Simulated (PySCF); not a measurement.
# Radial density of Ar (argon, neutral)

PBE0, [Ar], closed-shell 1S. Computed with PySCF 2.14 in def2-TZVP (5s5p2d1f, 37 functions), with the non-relativistic Hamiltonian (point nucleus).

```json
{"r (bohr)": "0.00161", "4πr²ρ (e/bohr)": "0.1179"}
{"r (bohr)": "0.00271", "4πr²ρ (e/bohr)": "0.3219"}
{"r (bohr)": "0.00456", "4πr²ρ (e/bohr)": "0.8495"}
{"r (bohr)": "0.00766", "4πr²ρ (e/bohr)": "2.153"}
{"r (bohr)": "0.0129", "4πr²ρ (e/bohr)": "5.043"}
{"r (bohr)": "0.0217", "4πr²ρ (e/bohr)": "10.43"}
{"r (bohr)": "0.0365", "4πr²ρ (e/bohr)": "17.44"}
{"r (bohr)": "0.0613", "4πr²ρ (e/bohr)": "20.84"}
{"r (bohr)": "0.103", "4πr²ρ (e/bohr)": "16.52"}
{"r (bohr)": "0.174", "4πr²ρ (e/bohr)": "15.57"}
{"r (bohr)": "0.292", "4πr²ρ (e/bohr)": "21.14"}
{"r (bohr)": "0.491", "4πr²ρ (e/bohr)": "11.70"}
{"r (bohr)": "0.826", "4πr²ρ (e/bohr)": "4.440"}
{"r (bohr)": "1.39", "4πr²ρ (e/bohr)": "5.549"}
{"r (bohr)": "2.34", "4πr²ρ (e/bohr)": "1.817"}
{"r (bohr)": "3.93", "4πr²ρ (e/bohr)": "0.1228"}
{"r (bohr)": "6.61", "4πr²ρ (e/bohr)": "0.0001136"}
```
